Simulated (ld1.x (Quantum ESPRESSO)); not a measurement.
## What one change does to a pseudopotential (Be, TM)

```
Element                 : beryllium
Generator               : ld1.x (Quantum ESPRESSO) 7.5
Type                    : norm-conserving Troullier–Martins (Kleinman–Bylander form)
Functional              : PBE
Relativity              : scalar-relativistic
Frozen core             : [He]
Valence charge          : 2
Reference configuration : 2s2 2p0
Partial waves           : 2s (bound): rc 2.10 bohr; 3d channel at 0.35 Ry: rc 4.30 bohr; 2p (bound, empty): rc 4.20 bohr
Local potential         : the p channel
Core correction         : none
```

All-electron outer shells of the reference configuration (PBE, scalar-relativistic, ld1.x):

| shell | level (eV) | outermost node (bohr) | outermost maximum (bohr) |
| --- | --- | --- | --- |
| 1s | -106.21 | – | 0.27 |
| 2s | -5.61 | 0.59 | 2.04 |
| 2p | -2.02 | – | 2.28 |

Change: wave 2s (bound): rc 2.10 bohr becomes 2s (bound): rc 3.24 bohr.

Cutoffs: the cutoffs (Ry, on a coarse ladder) from which the occupation-weighted sum of valence levels, in a spherical-Bessel basis at the reference potential, stays within 10 and 1 mRy of its value at 400 Ry; they do not see the model core or the augmentation charge, which bear on the density cutoff. Errors are all-electron minus pseudo energies relative to the spin-unpolarised reference configuration.

**Question.** Predict the effect on cutoff, ghosts and configuration errors.

**Answer.** The potential gets softer (8 Ry and 21 Ry → 6 Ry and 8 Ry); of the 5 tests that both files solve, the error grows in 4 and shrinks in 0 by more than 15 % and 0.3 meV (median size 19.6 → 27.3 meV); neither file shows a bound ghost. A larger radius leaves more room for a smooth pseudo-wave, so fewer plane waves are needed. More of the atom is replaced by a form fitted at one configuration, so other configurations suffer.

| quantity | base | changed |
| --- | --- | --- |
| cutoff, loose | 8 Ry | 6 Ry |
| cutoff, tight | 21 Ry | 8 Ry |
| bound ghosts | none | none |
| error for 2s1 2p0, meV [ΔE 9.55 eV] | +5.7 | -8.2 |
| error for 2s1.5 2p0, meV [ΔE 3.76 eV] | -0.6 | -2.3 |
| error for 2s1 2p1, meV [ΔE 3.61 eV] | -20 | -27 |
| error for 2s0 2p2, meV [ΔE 7.25 eV] | -74 | -84 |
| error for 2s0 2p1, meV [ΔE 13.46 eV] | -192 | -246 |
| s: phases at 4.63 bohr within 0.05 rad from the reference energy up to (Ry; the scan ends near 5) | 0.2 | 0.3 |
| p: phases at 4.63 bohr within 0.05 rad from the reference energy up to (Ry; the scan ends near 5) | 0.3 | 0.3 |
| d: phases at 4.63 bohr within 0.05 rad from the reference energy up to (Ry; the scan ends near 5) | 0.7 | 0.7 |
